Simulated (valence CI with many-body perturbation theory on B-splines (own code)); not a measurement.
Values are calculated unless marked as measured or tabulated.
Run record, Si8+

The program does CI of the valence electrons with many-body perturbation theory for a frozen closed Dirac-Fock core.

Command, and the settings that its task file holds:

```sh
python run_cv.py task.json out
```

```
atom Si  Z=14  mass_number=28  rms_radius_fm=3.1224
core [He]
valence 2s2 3p2
avg = 1
basis = S
breit = 1
cap = 10000
capref = 1200
cscale = 1
de = 0.0
dress = 0
eps = 2e-08
extrap = 1
h = 0.27
hh = 1
l2 = 3
lcore = 6
maxit = 60
n2 = 5
natural = 1
nlev = 21
nno = [3, 3, 3, 2, 1]
nroot = 26
nsp = [3, 3, 2, 1, 0]
pt2 = 1
qed = 1
rpa = 1
s1 = 1
s2 = 1
s3 = 1
screen = 1
tol = 2e-05
whole = 1
```

Problem. What became of the run, and why?

Solution. It gave no result: the start configuration must fill the lowest shells above the core. The program said: "3p is not the lowest shell of its kind above the core".
